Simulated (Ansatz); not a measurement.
Total energies of BiH2Br from Ansatz at r2SCAN-D4/def2-TZVP, gas phase (1 Eh = 27.2114 eV = 2625.5 kJ/mol). The reference geometry is relaxed at r2SCAN-D4/def2-TZVP.

Cartesian coordinates in Å:
```
Bi -0.3566 -0.7764 -0.1637
H -0.8536 0.6182 -1.1808
H 1.3466 -0.5014 -0.6635
Br -0.1364 0.6597 2.0081
```

```json
{"state": "charge 0 singlet", "geometry": "reference", "energy (Eh)": "-2790.10010"}
{"state": "charge 1 doublet", "geometry": "reference", "energy (Eh)": "-2789.74611"}
{"state": "free Bi atom (quartet)", "geometry": "–", "energy (Eh)": "-214.71773"}
{"state": "free H atom (doublet)", "geometry": "–", "energy (Eh)": "-0.49993"}
{"state": "free Br atom (doublet)", "geometry": "–", "energy (Eh)": "-2574.09258"}
```

In the def2 sets Bi takes a core potential; there is no spin–orbit coupling.

Problem. Work out the vertical ionisation energy to the doublet.

Solution. E(charge 1 doublet) − E(charge 0 singlet) = -2789.74611 − (-2790.10010) = 0.35399 Eh = 9.63 eV. For comparison, −ε of the highest occupied level is 6.75 eV at this level, 2.88 eV less.

Problem. What is the binding energy per atom against free atoms?

Solution. Atoms: 1 × (-214.71773) + 2 × (-0.49993) + 1 × (-2574.09258) = -2789.81017 Eh. Binding: -2789.81017 − (-2790.10010) = 0.28993 Eh = 7.89 eV, or 1.97 eV for each of 4 atoms (no zero-point energy, no counterpoise term).
